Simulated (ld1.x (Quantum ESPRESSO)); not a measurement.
**Configuration tests for Mg (TM)**

ld1.x (Quantum ESPRESSO) 7.5 input, shortened:

```
&input
   title='Mg', zed=12., rel=1, dft='PZ', iswitch=3,
   config='[Ne] 3s1.5 3p0.5 3d-2'
 /
 &inputp
   pseudotype=2, tm=.true., lloc=0,
   nlcc=.true., rcore=2.10
 /
3
3P  2  1   0.50   0.00  2.15  2.15  0.0
3D  3  2  -2.00  -0.10  2.60  2.60  0.0
3S  1  0   1.50   0.00  2.55  2.55  0.0
 &test
   configts(1)='3s1.5 3p0.5'
 /
```

Energies are relative to the spin-unpolarised reference configuration 3s1.5 3p0.5; without spin polarisation the order of configurations can differ from experiment. Spin-polarised rows fill each open shell by Hund’s rule, majority spin first. The frozen-core shift is the all-electron ΔE with the core orbitals held at their reference shape minus the fully relaxed ΔE.

```tsv
valence configuration	charge	ΔE all-electron (eV)	error AE − PS (meV)	frozen-core shift (meV)
3s1 3p0	+1	6.342	+4.6	+3.7
3s1.5 3p0	+0.5	1.460	+0.2	+0.1
3s0 3p2	0	5.538	+13	+5.9
3s1 3p1	0	1.791	+1.0	+0.6
3s0 3p1	+1	10.733	+38	+14
3s1.5 3p0.5 (spin-polarised)	0	-0.147	+6.0	+0.4
3s1 3p0 (spin-polarised)	+1	6.021	+27	+6.3
```

Question: What are ΔE and the potential's error for 3s2 3p0?

Answer: ΔE = -1.732 eV all-electron; the error (AE − PS) is +0.8 meV.

Levels in the configuration 3s0 3p2:

```
level  all-electron (eV)  pseudo (eV)
   3p             -2.700       -2.688
```
